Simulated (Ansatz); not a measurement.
Start from `F[SiH](F)O[SiH2]Cl` and change one atom or group to get `C=C[SiH2]O[SiH](F)F`.

Ansatz, PBE0-D4/def2-TZVP geometries, multiplicity 1. Each molecule was computed in one conformer, which needn't be the lowest.

```json
{"property": "HOMO–LUMO gap (B3LYP/def2-TZVPP) / eV", "`F[SiH](F)O[SiH2]Cl`": "8.85"}
{"property": "HOMO–LUMO gap (PBE0/def2-TZVPP) / eV", "`F[SiH](F)O[SiH2]Cl`": "9.30"}
{"property": "LUMO energy (PBE0/def2-TZVPP) / eV", "`F[SiH](F)O[SiH2]Cl`": "0.11"}
{"property": "LUMO energy (B3LYP/def2-TZVPP) / eV", "`F[SiH](F)O[SiH2]Cl`": "-0.10"}
{"property": "HOMO–LUMO gap (ωB97M-V/def2-TZVPP) / eV", "`F[SiH](F)O[SiH2]Cl`": "13.28"}
{"property": "HOMO energy (PBE/def2-TZVPP) / eV", "`F[SiH](F)O[SiH2]Cl`": "-7.79"}
```

**Question.** What does the change do to each property? (An estimate is asked.)

**Answer.** The calculation gave: 
```json
{"property": "HOMO–LUMO gap (B3LYP/def2-TZVPP) / eV", "`C=C[SiH2]O[SiH](F)F`": "7.07", "shift": "-1.78"}
{"property": "HOMO–LUMO gap (PBE0/def2-TZVPP) / eV", "`C=C[SiH2]O[SiH](F)F`": "7.52", "shift": "-1.78"}
{"property": "LUMO energy (PBE0/def2-TZVPP) / eV", "`C=C[SiH2]O[SiH](F)F`": "-0.64", "shift": "-0.75"}
{"property": "LUMO energy (B3LYP/def2-TZVPP) / eV", "`C=C[SiH2]O[SiH](F)F`": "-0.86", "shift": "-0.76"}
{"property": "HOMO–LUMO gap (ωB97M-V/def2-TZVPP) / eV", "`C=C[SiH2]O[SiH](F)F`": "11.87", "shift": "-1.41"}
{"property": "HOMO energy (PBE/def2-TZVPP) / eV", "`C=C[SiH2]O[SiH](F)F`": "-7.03", "shift": "0.76"}
```

With PBE0 the HOMO rises by 1.03 eV and the LUMO falls by 0.75 eV, so the gap narrows by about 1.78 eV. PBE moves the HOMO by 0.76 eV and ωB97M-V by 1.03 eV.

Positive LUMOs are unbound, so they and the gaps depend on the basis.

B3LYP here is the variant with VWN-RPA as its local correlation; programs differ in this.
